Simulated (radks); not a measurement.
Values are calculated unless marked as measured or tabulated.
Task: Neutral silicon, 14 electrons, occupied as [Ne] 3s2 3p1.75 4s0.25 (fractional occupations, a model configuration). Code: a radial shooting solver on a logarithmic mesh with Libxc functionals. Model: non-relativistic Kohn-Sham, PBE, spin-polarised, spherical densities, point nucleus; open shells are filled with parallel spins first. Some entries of the table are withheld. Estimate them.

| orbital | occ. | eigenvalue (hartree) | <1/r> (bohr^-1) | <r> (bohr) |
|---|---|---|---|---|
| 1s up | 1 | -65.49756 | 13.57 | 0.1117 |
| 1s down | 1 | -65.49262 | 13.57 | 0.1116 |
| 2s up | 1 | -5.14222 | 2.567 | 0.5699 |
| 2s down | 1 | -5.13668 | 2.567 | 0.5698 |
| 2p up | 3 | -3.55368 | 2.457 | 0.5381 |
| 2p down | 3 | -3.54637 | 2.457 | 0.5380 |
| 3s up | 1 | (1) | 0.6300 | 2.145 |
| 3s down | 1 | (2) | 0.6361 | 2.143 |
| 3p up | 1.75 | -0.20170 | 0.5007 | (3) |
| 3p down | 0 | -0.14473 | 0.4925 | (4) |
| 4s up | 0.25 | (5) | 0.1606 | 8.066 |
| 4p up | 0 | -0.01314 | 0.1031 | 12.21 |

Result: 
(1) 3s up eigenvalue (hartree): -0.45282
(2) 3s down eigenvalue (hartree): -0.39481
(3) 3p up <r> (bohr): 2.677
(4) 3p down <r> (bohr): 2.754
(5) 4s up eigenvalue (hartree): -0.03640
